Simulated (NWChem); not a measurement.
C₃H₂F₄; SMILES FC1(F)CC1(F)F

```xyz
9

F     -1.0982     1.3941    -0.3372
C      0.0000     0.7414     0.0338
F      1.0982     1.3941    -0.3372
C      0.0000     0.0000     1.3419
C      0.0000    -0.7414     0.0338
F      1.0982    -1.3941    -0.3372
F     -1.0982    -1.3941    -0.3372
H      0.9332     0.0000     1.9119
H     -0.9332     0.0000     1.9119
```
Atoms are numbered in this order, from 1.

Computed with NWChem. Pople sets run with spherical d functions. Coordinates come from a PBE0/def2-SVP optimisation. Atomic charges in e: unrestrained fits to the electrostatic potential beside Mulliken populations; buried atoms are poorly determined by the fit.

### Question
Predict the results for Hartree-Fock/6-31G*. Quantities: ESP F1; Mulliken F1; ESP C2; Mulliken C2; ESP F3; Mulliken F3; ESP C4; Mulliken C4; ESP C5; Mulliken C5; relative RMS misfit of the potential (%).

### Answer
* **ESP F1**: -0.25
* **Mulliken F1**: -0.40
* **ESP C2**: 0.52
* **Mulliken C2**: 0.84
* **ESP F3**: -0.25
* **Mulliken F3**: -0.40
* **ESP C4**: -0.35
* **Mulliken C4**: -0.55
* **ESP C5**: 0.52
* **Mulliken C5**: 0.84
* **relative RMS misfit of the potential (%)**: 22
